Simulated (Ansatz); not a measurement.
```yaml
crystal:
  periodic: [false, false, false]
  atoms:
    - {symbol: Bi, position_ang: [-1.096101, 1.323237, 0.058193]}
    - {symbol: Bi, position_ang: [0.296686, -1.050372, 1.329667]}
    - {symbol: Bi, position_ang: [0.799425, -0.272864, -1.387860]}
basis:
  gaussian: {orbitals: def2-mTZVP}
total_charge: 1
hamiltonian: {xc: {name: BLYP}}
scf: {omitted_lower_state_checks: [starts]}
```

```sh
$ ansatz run in.yaml --threads 4 --pin off --events-out ev --progress --plain --max-ram 3916MiB
```

Output, abridged:

```
Functional definition: BLYP
996 factors; their error is unknown
mean field evaluation 1: about -17513.9079 eV, gradient 2.3e1 eV
mean field evaluation 2: about -17511.6963 eV, gradient 3.4e1 eV
mean field evaluation 4: about -17515.7466 eV, gradient 8.9e-1 eV
mean field evaluation 8: about -17515.7503 eV, gradient 1.5e-1 eV
mean field evaluation 16: about -17515.7278 eV, gradient 1.2e-5 eV
mean field -17515.72783717 eV, -643.6911254291 hartree, gradient 1.2e-5 eV, S^2 0.000000; 0 other end points of the search recorded, 0 dependent functions left out
reference -17515.72811469 eV, -643.6911356281 hartree; 34, 34 occupied and 74, 74 virtual orbitals, 996 factors
Total energy: -17515.72811469 eV, -643.6911356281 hartree
Checks for a lower state left out: starts
```

Run time 0.9 s (4 threads of Arm Neoverse V1 on a shared host).

In the def2 sets Bi takes a core potential; there is no spin–orbit coupling.
